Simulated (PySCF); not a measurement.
# Electron correlation in As⁺ (arsenic, charge +1)

[Ar] 3d10 4s1 4p2 5s1, high-spin 5P determinant (an excited configuration). Computed with PySCF 2.14 in aug-cc-pVTZ-PP with ECP10MDF, with scalar relativity through the core potential. Frozen: 3s2 3p6 3d10; 4 electrons correlated.

| level | correlation energy (mhartree) |
| --- | --- |
| CCSD | -22.77 |
| (T) | -0.33 |
| CCSD(T) | -23.10 |

Diagnostics: T1 = 0.013, D1 = 0.0369, largest double amplitude 0.038.

The outer electron is Rydberg-like, and this basis confines it to a smaller radius and binds it less than a complete one would.

Cost of the coupled-cluster step: roughly 1.7 core-seconds, for 4 correlated electrons.

Iterations:

```
CC2 = 0
CCSD nocc = (np.int64(4), np.int64(0)), nmo = (46, 46)
frozen orbitals [[0, 1, 2, 3, 4, 5, 6, 7, 8], [0, 1, 2, 3, 4, 5, 6, 7, 8]]
max_cycle = 100
direct = 0
conv_tol = 1e-08
conv_tol_normt = 1e-06
diis_space = 8
diis_start_cycle = 0
Init t2, MP2 energy = -0.0162080833342791
Init E_corr(UCCSD) = -0.0162080833491948
cycle = 1  E_corr(UCCSD) = -0.0205368594227881  dE = -0.00432877607  norm(t1,t2) = 0.0313845
cycle = 2  E_corr(UCCSD) = -0.0218621664132167  dE = -0.00132530699  norm(t1,t2) = 0.0132926
cycle = 3  E_corr(UCCSD) = -0.0226467494355087  dE = -0.000784583022  norm(t1,t2) = 0.00715021
cycle = 4  E_corr(UCCSD) = -0.0226102307771166  dE = 3.65186584e-05  norm(t1,t2) = 0.00417961
cycle = 5  E_corr(UCCSD) = -0.0227242486987591  dE = -0.000114017922  norm(t1,t2) = 0.00317729
cycle = 6  E_corr(UCCSD) = -0.0227385190784064  dE = -1.42703796e-05  norm(t1,t2) = 0.00193475
cycle = 7  E_corr(UCCSD) = -0.0227786599768439  dE = -4.01408984e-05  norm(t1,t2) = 0.00107316
cycle = 8  E_corr(UCCSD) = -0.0227606955314218  dE = 1.79644454e-05  norm(t1,t2) = 0.000274126
cycle = 9  E_corr(UCCSD) = -0.0227686880092635  dE = -7.99247784e-06  norm(t1,t2) = 9.74254e-05
cycle = 10  E_corr(UCCSD) = -0.0227658656734097  dE = 2.82233585e-06  norm(t1,t2) = 2.93502e-05
cycle = 11  E_corr(UCCSD) = -0.0227659153177868  dE = -4.96443772e-08  norm(t1,t2) = 3.12501e-06
cycle = 12  E_corr(UCCSD) = -0.0227659482397342  dE = -3.29219473e-08  norm(t1,t2) = 8.1287e-07
cycle = 13  E_corr(UCCSD) = -0.0227659482165812  dE = 2.31529726e-11  norm(t1,t2) = 9.07578e-08
UCCSD converged
E(UCCSD) = -330.3062587468495  E_corr = -0.0227659482165812
UCCSD(T) correction = -0.000330058531059544
```
